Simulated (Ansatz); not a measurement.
`[F][Zn][GaH2]` + H₂Se → `[GaH2][SeH]` + `[F][ZnH]` at 500 K and 1 bar (cleavage of the Ga–Zn bond).

Gas-phase electronic energies from Ansatz, PBE0-D4/def2-TZVP geometries. CCSD(T)/CBS adds triple-zeta CCSD(T) − MP2 to the extrapolated MP2 energy (def2 sets, frozen cores). For Ga, Se, Zn outer-core shells are correlated without core-valence functions, which leaves a few kJ/mol of doubt a bond. Scalar relativity is left out up to krypton.

```tsv
species	CCSD(T)/CBS energy (Eh)	H − E (kJ/mol)	S (J/(mol·K))
`[F][Zn][GaH2]`	-3803.33937	73.3	357.1
H₂Se	-2401.89790	53.1	237.8
`[GaH2][SeH]`	-4326.46797	84.9	327.9
`[F][ZnH]`	-1878.79355	41.6	257.8
```

H − E and S are ideal-gas, rigid-rotor, harmonic terms from PBE0-D4/def2-TZVP. 1 Eh = 2625.50 kJ/mol, R = 8.31446 J/(mol·K).

**Question.** By hand: ΔE, ΔH, ΔS and ΔG.

**Answer.** ΔE = (-4326.46797) + (-1878.79355) − (-3803.33937) − (-2401.89790) = -0.02425 Eh = -63.7 kJ/mol. Δ(H − E) = 84.9 + 41.6 − 73.3 − 53.1 = 0.1, so ΔH = -63.6 kJ/mol. ΔS = 327.9 + 257.8 − 357.1 − 237.8 = -9.2 J/(mol·K). ΔG = -63.6 − 500 × (-9.2)/1000 = -59.0 kJ/mol.

**Question.** By hand: the equilibrium constant, and the temperature at which ΔG would vanish if ΔH and ΔS stayed fixed.

**Answer.** log₁₀ K = −ΔG/(RT ln 10) = 6.2. ΔG = 0 at ΔH/ΔS = 6913 K, far beyond where these terms or the molecules hold.

The number of gas molecules stays the same, so ΔS is small and ΔH decides. A doubt of 5 kJ/mol in ΔE shifts log₁₀ K by 0.5 here. These are equilibria of isolated gas molecules and say nothing of rates. Largest T1 diagnostic: 0.018 (customary marks: 0.02 for closed shells, 0.045 for open ones).
